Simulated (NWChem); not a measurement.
Molecule: SiHBr, singlet; SMILES [SiH]Br

```xyz
3

Si     0.0718    -1.5856     0.0000
H     -1.4732    -1.7366     0.0000
Br     0.0134     0.6839     0.0000
```
Atoms are numbered in this order, from 1.

All runs: NWChem. Low-valent species are run as closed-shell singlets; no triplet was tried in these runs. Coordinates come from a PBE-D3(BJ)/def2-SVP optimisation. B3LYP is NWChem's, with the RPA form of VWN correlation. Vertical excitations in the gas phase; the lowest state need not have the same character in each row.

Task: Order these by “lowest excitation, singlet (eV)”, lowest first: BHandHLYP/def2-SVP, TDA; PBE/def2-SVP, TDA; B3LYP/def2-SVP, TDA.

Result: PBE/def2-SVP, TDA (2.46), B3LYP/def2-SVP, TDA (2.64), BHandHLYP/def2-SVP, TDA (2.82)
